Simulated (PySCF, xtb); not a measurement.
Ge(H)2(F)(Et) (C₂H₇FGe), SMILES C[CH2][GeH2][F].

GFN2-xTB in xtb at its own geometry gives an orbital gap of 7.29 eV and a dipole moment of 3.13 D.

Geometry: B3LYP-D3(BJ)/def2-SVP. Other conformers were not sampled.

What does B3LYP/def2-TZVP (PySCF) give? (An estimate is asked for; the answer gives what the named calculation found.)

gap 8.35 eV (levels -8.29 and 0.06 eV), dipole 2.47 D.
